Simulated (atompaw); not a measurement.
## LDA (PW92) PAW (atompaw) dataset for Os, scalar-relativistic all-electron reference.

atompaw 4.2.0.5 input, output lines left out:

```
Os 76
LDA-PW scalarrelativistic loggrid 2001 logderivrange -9 5 351
6 6 5 4 0 0
6 1 0
5 2 6
0 0 0
c
c
c
c
v
v
c
c
c
v
v
c
c
v
v
3
2.80 2.40 2.00 2.00
n
n
y
0.3
n
y
-2.8
n
custom rrkj gramschmidtortho sinc
bessel
1.70
2.80
1.55
2.80
2.80
2.80
0.60
0.60
```

All-electron outer shells of the reference configuration (LDA (PW92), scalar-relativistic, ld1.x):

| shell | level (eV) | outermost node (bohr) | outermost maximum (bohr) |
| --- | --- | --- | --- |
| 4p | -470.97 | 0.23 | 0.42 |
| 4d | -272.72 | 0.21 | 0.44 |
| 5s | -91.84 | 0.51 | 0.91 |
| 4f | -52.29 | – | 0.40 |
| 5p | -51.05 | 0.55 | 1.03 |
| 5d | -6.46 | 0.60 | 1.36 |
| 6s | -6.38 | 1.20 | 2.48 |
| 6p | -1.39 | 1.43 | 3.51 |

What the tests gave:

```json
{"Ghost test": "no extra level below or beside the all-electron valence levels (s, p, d, f tested) (spherical-Bessel basis up to 400 Ry, 20 bohr box)", "Lowest eigenvalue of the overlap operator": "0.18 (d channel)", "Overlap eigenvalues printed by atompaw (projector basis)": "0.0819, 0.225, 0.437, 1.5, 4.71, 5, 48, 54.2", "Share of each valence orbital outside the PAW sphere": "5s 0 %, 6s 50 %, 5p 0 %, 6p 84 %, 5d 11 %, 4f 0 %"}
```

Generation and tests took about 13 s on one core of a shared server CPU.
